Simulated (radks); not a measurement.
Values are calculated unless marked as measured or tabulated.
Removal energies from the arsenic ion As4+, [Ar] 3d10 4s1, by Delta-SCF beside the eigenvalue of the level emptied. Level of theory: Dirac Kohn-Sham, BLYP, spin-unpolarised, spherical densities, finite nucleus; Fermi nuclear charge, rms radius of each element as measured or else 0.836 A^(1/3) + 0.57 fm (a radial shooting solver on a logarithmic mesh with Libxc functionals). Sub-shells are occupied by j as written (lower j first in brackets).

\begin{tabular}{lrrr}
removed from & final configuration & Delta-SCF (eV) & -eigenvalue (eV) \\ \hline
4s1/2 & [Ar] 3d10 & 63.850 & 57.234 \\
3d5/2 & [Ar] 3d(3/2: 4, 5/2: 5) 4s1 & 103.95 & 90.193 \\
3d3/2 & [Ar] 3d(3/2: 3, 5/2: 6) 4s1 & 104.74 & 90.935 \\
3p3/2 & [Ne] 3s2 3p(1/2: 2, 3/2: 3) 3d10 4s1 & 196.39 & 182.02 \\
\end{tabular}
